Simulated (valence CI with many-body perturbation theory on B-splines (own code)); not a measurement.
# Nd³⁸⁺ in brief

Computed by relativistic CI+MBPT: four valence electrons over a frozen Dirac-Fock core [Ar], radial functions for each j: 7 s, 7 p, 8 d, 6 f, 4 g, 1 h, with the one-electron correlation potential Σ1 (screened to all orders), the two-electron term Σ2, the three-electron term Σ3, Breit, model QED; selected single and double excitations, second order for the rest, scaled by the run's own slope (own B-spline code, finite nucleus).

The last digits are not significant, and no measured levels were compared; by estimate large intervals hold to a few tenths of a per cent, small ones and those within an open d or f shell to about a per cent. Only levels of the ground parity were solved; by the run's estimate the other parity begins above the list, which can be wrong where configurations are misplaced.

Levels are named by their leading jj configuration (3d3/2^4 stands for four electrons in 3d with j = 3/2), which in mixed levels can hold well under half, so a name can repeat and another be missing.

Rates and lifetimes use the calculated energies. Strong lines usually hold to 10 to 20 %, long lifetimes can be off by a factor of two.

**Question.** What is the ground level?

**Answer.** (3d3/2^4) J=0, composition 56 % 3d4 3P + 33 % 3d4 5D + 11 % 3d4 1S.

**Question.** What is the ionisation energy?

**Answer.** 2758.8 eV; NIST lists 2758 ± 4 eV (theoretical).

**Question.** How well does LS coupling describe the low levels?

**Answer.** Among the lowest 20 levels the leading LS term, summed over configurations, holds 49 % on average. For single configurations the figures are 49 % in LS and 87 % in jj coupling. Terms mix most in the J = 4 level at 235730 cm⁻¹, where the leading one holds 31 %.
